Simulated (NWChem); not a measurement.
Species: C₃H₈Be; SMILES [BeH][CH](C)C

```xyz
12

Be     1.8036     0.0787     0.0375
H      3.1189     0.1358     0.3159
C      0.1470     0.0067    -0.3239
C     -0.6326     1.2470     0.1639
C     -0.5224    -1.2959     0.1657
H      0.0939     0.0035    -1.4428
H     -1.7023     1.2068    -0.1449
H     -0.6273     1.3258     1.2727
H     -0.2162     2.1971    -0.2324
H     -0.0253    -2.2069    -0.2294
H     -1.5915    -1.3487    -0.1429
H     -0.5101    -1.3724     1.2746
```
Atoms are numbered in this order, from 1.

Level: PBE-D3(BJ)/def2-SVP (NWChem), optimised geometry, unscaled harmonic frequencies. 

| frequency (cm⁻¹) | IR intensity (km/mol) |
|---|---|
| 164 | 0.8 |
| 192 | 1.3 |
| 229 | 0.0 |
| 277 | 0.6 |
| 343 | 0.4 |
| 592 | 107.6 |
| 602 | 125.6 |
| 735 | 23.6 |
| 884 | 4.4 |
| 890 | 15.4 |
| 930 | 37.2 |
| 952 | 0.9 |
| 1055 | 8.7 |
| 1136 | 0.7 |
| 1200 | 8.3 |
| 1254 | 0.2 |
| 1331 | 0.0 |
| 1351 | 1.1 |
| 1405 | 1.0 |
| 1424 | 11.7 |
| 1424 | 6.7 |
| 1434 | 3.9 |
| 2104 | 168.3 |
| 2895 | 22.5 |
| 2935 | 42.4 |
| 2935 | 39.2 |
| 3009 | 46.3 |
| 3011 | 5.2 |
| 3036 | 29.5 |
| 3036 | 20.0 |

The zero-point energy comes out as 61.1 kcal/mol. The thermal correction to the enthalpy at 298.15 K (with zero-point energy) is 65.5 kcal/mol. The heat capacity Cv is 21.2 cal/(mol K) and the entropy at 298.15 K and 1 atm (symmetry number 1) is 73.6 cal/(mol K). The dipole moment is 0.59 D.

Rigid rotor and harmonic oscillator.
